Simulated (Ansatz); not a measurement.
```yaml
crystal:
  periodic: [false, false, false]
  atoms:
    - {symbol: Si, position_ang: [-0.198844, 1.028382, -0.274982]}
    - {symbol: B, position_ang: [-0.000370, -1.051835, 0.048590]}
    - {symbol: Cl, position_ang: [-1.212482, -1.852311, 0.513395]}
    - {symbol: Cl, position_ang: [1.621499, -1.845683, 0.550518]}
    - {symbol: H, position_ang: [-0.806205, 0.914850, -1.616739]}
    - {symbol: H, position_ang: [-0.979499, 1.775488, 0.840807]}
    - {symbol: H, position_ang: [1.541939, 1.834962, -0.532554]}
basis:
  gaussian: {orbitals: def2-TZVPD, point_charges: [{charge: 2.00, position_ang: [4.451, -0.680, -0.574]}]}
total_charge: 1
magnetization: {spin_polarized: true, initial_magnetization: 7}
hamiltonian: {xc: {name: PBEsol}, dispersion: d3bjatm}
```

```sh
$ ansatz run in.yaml --threads 4 --pin off --events-out ev --progress --plain --max-ram 10444MiB
```

Shortened log:

```
Functional definition: PBEsol
1153 factors; their error is unknown
mean field evaluation 1: about -33527.5865 eV, gradient 5.4e1 eV
mean field evaluation 2: about -33214.3544 eV, gradient 1.7e2 eV
mean field evaluation 4: about -33507.8740 eV, gradient 6.5e1 eV
mean field evaluation 8: about -33550.0617 eV, gradient 9.8e0 eV
mean field evaluation 16: about -33551.1422 eV, gradient 6.5e-2 eV
mean field -33551.12674602 eV, -1232.9811661456 hartree, gradient 5.5e-6 eV, S^2 15.754264; 8 other end points of the search recorded, 0 dependent functions left out
reference -33551.12682561 eV, -1232.9811690704 hartree; 31, 24 occupied and 168, 175 virtual orbitals, 1153 factors
Total energy: -33551.21691555 eV, -1232.9844798148 hartree
```

In this input the spin is set far too high for this molecule. The calculation finished and met its thresholds. The result belongs to that input, not to the molecule as meant.
